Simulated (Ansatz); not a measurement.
Two structures of Si$_{4}$H$_{11}$O$_{4}$F, closed shell, reached by relaxing down either side of one saddle point (PBE0-D4/def2-TZVP). Energies are electronic, without zero-point energy. Ansatz 0.2.0; basis: def2-TZVPP and def2-QZVPP; cores frozen in the correlated methods. Extrapolation: Hartree–Fock as exp(−7.88 √X), correlation as X^−2.97. First:

Si1  (-0.447, -0.600, 0.379)
O2  (0.180, -1.170, -0.979)
Si3  (0.467, -1.015, -2.586)
O4  (0.243, 0.762, 0.877)
Si5  (0.712, 2.301, 0.548)
O6  (-0.323, -1.715, 1.529)
Si7  (0.219, -2.020, 3.046)
F8  (-2.002, -0.334, 0.152)
H9  (-1.301, 2.140, -2.466)
O10  (-1.168, 1.493, -1.770)
H11  (1.270, -2.199, -2.985)
H12  (-0.803, -1.017, -3.353)
H13  (1.244, 0.214, -2.874)
H14  (1.434, 2.378, -0.744)
H15  (-0.452, 3.219, 0.553)
H16  (1.637, 2.695, 1.641)
H17  (-0.449, -1.119, 4.020)
H18  (1.688, -1.815, 3.115)
H19  (-0.106, -3.430, 3.365)
H20  (-2.043, 1.233, -1.466)
(Å)

Second:

Si1  (-1.061, 0.815, 1.219)
O2  (-0.157, 0.208, -1.946)
Si3  (0.745, -1.141, -2.202)
O4  (-0.103, 2.015, 0.774)
Si5  (1.234, 2.474, -0.073)
O6  (-0.222, -0.498, 1.581)
Si7  (-0.154, -2.123, 1.807)
F8  (-1.890, 1.312, 2.472)
H9  (-0.987, 0.131, -1.455)
O10  (-2.132, 0.399, 0.048)
H11  (1.325, -1.669, -0.936)
H12  (-0.056, -2.230, -2.826)
H13  (1.848, -0.742, -3.108)
H14  (2.140, 1.319, -0.280)
H15  (0.825, 3.065, -1.367)
H16  (1.927, 3.500, 0.745)
H17  (-0.840, -2.816, 0.688)
H18  (-0.821, -2.467, 3.088)
H19  (1.272, -2.518, 1.856)
H20  (-2.893, 0.967, -0.085)
(Å)

(1) Which bonds change from the first to the second?

(2) Give the saddle point's structure and its height above each. (To be estimated.)

T1 diagnostic: at most 0.012.

Results:

(1) Si₄H₉O₃F ([F][Si]([O][SiH3])([O][SiH3])[O][SiH3]) + H₂O → Si₃H₇O₃F ([OH][Si]([F])([O][SiH3])[O][SiH3]) + SiH₄O ([OH][SiH3]); bonds formed: Si1–O10, O2–H9; bonds broken: Si1–O2, H9–O10.

(2) Computed: 32.07 kcal/mol above the first and 27.33 kcal/mol above the second (CCSD(T) at an estimated basis limit (MP2 extrapolated from triple and quadruple zeta, plus CCSD(T) − MP2 in triple zeta)).
```xyz
20
angstrom
Si -0.7128 0.3330 0.5258
O -0.2260 0.1817 -1.2797
Si 0.6541 -1.0164 -2.0143
O 0.1746 1.6791 0.7296
Si 1.2374 2.5430 -0.1757
O -0.0660 -1.1333 0.8330
Si -0.0902 -2.1576 2.1260
F -1.6095 0.4750 1.8778
H -1.4838 0.4590 -1.3220
O -2.2109 0.4849 -0.4560
H -0.0575 -2.3180 -1.9550
H 0.8122 -0.6184 -3.4367
H 1.9854 -1.1286 -1.3757
H 2.3280 1.6852 -0.7050
H 0.5389 3.2026 -1.3100
H 1.8181 3.5825 0.7085
H -1.4678 -2.6523 2.3707
H 0.4273 -1.4849 3.3428
H 0.7905 -3.2988 1.7751
H -2.8422 1.1825 -0.2590
```

Labels in which every atom is bracketed show which atoms are joined, not bond orders.

For scale, one of the runs: CCSD(T)/def2-TZVPP, 477 basis functions, launched by `ansatz run in.yaml --threads 4 --pin off --events-out ev --progress --plain --max-ram 41984MiB --backend cuda --devices 0, --max-vram 37GiB`. Time: 79 s of wall clock on 4 CPU threads of an AMD EPYC 7R13 and a share of one NVIDIA H100; the host was shared. Peak host memory: 1.2 GiB.
